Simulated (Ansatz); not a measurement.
`[SiH3][N]([SiH3])[In]([Cl])[Cl]` + NH₃ → `[NH2][In]([Cl])[Cl]` + `[SiH3]N[SiH3]`  (ligand exchange at the In–N bond)

Isolated molecules relaxed with PBE0-D4/def2-TZVP in Ansatz; ΔE leaves out vibrations. CBS: MP2 limit from def2 TZ/QZ plus the TZ coupled-cluster correction, frozen cores. This one scheme is used for every species. DFT in def2-TZVPP. HSE06 is defined as in plane-wave codes. Elements past krypton have def2 core potentials. For In outer-core shells are correlated without core-valence functions, which leaves a few kJ/mol of doubt a bond. One conformer a species, not always the lowest.

(1) Is it downhill or uphill in electronic energy at CCSD(T)/CBS, and by how much? (Best estimate.)

(2) What do these levels give: r2SCAN-D4, r2SCAN0-D4, BHLYP-D4, CAM-B3LYP-D4, r2SCAN0, HSE06, LC-ωPBE, MP2/def2-SVP, HF/def2-TZVPP, HF/def2-QZVPP, SCS-MP2/def2-QZVPP, HF/CBS(def2)? (An estimate is asked.)

Largest T1 diagnostic among the species: 0.013.

Results:

(1) The calculation gave: Uphill: ΔE = +21.0 kJ/mol.

(2) Computed: r2SCAN-D4 11.5, r2SCAN0-D4 12.0, BHLYP-D4 15.7, CAM-B3LYP-D4 7.6, r2SCAN0 8.7, HSE06 4.3, LC-ωPBE 2.9, MP2/def2-SVP 23.0, HF/def2-TZVPP -0.4, HF/def2-QZVPP 0.5, SCS-MP2/def2-QZVPP 18.7, HF/CBS(def2) 0.6 kJ/mol.

Leaving LDA and LC-ωPBE aside and taking each functional with its dispersion term where it has one, the values, not all of them listed here, spread over 8.6 kJ/mol, from B2PLYP to BHLYP-D4. LDA lies +4.8 kJ/mol from PBE without D4. In def2-TZVPP, CCSD(T) changes the Hartree–Fock value by +19.3 kJ/mol (the triples alone add +3.7 kJ/mol) and MP2 by +22.2 kJ/mol. The D4 term adds +14.2 kJ/mol with B3LYP and +8.3 kJ/mol with PBE0; it sums over pairs of atoms, weighted by their polarisabilities, and B3LYP, whose exchange is more repulsive, gets the larger term.

B3LYP here is the variant with VWN-RPA as its local correlation; programs differ in this.
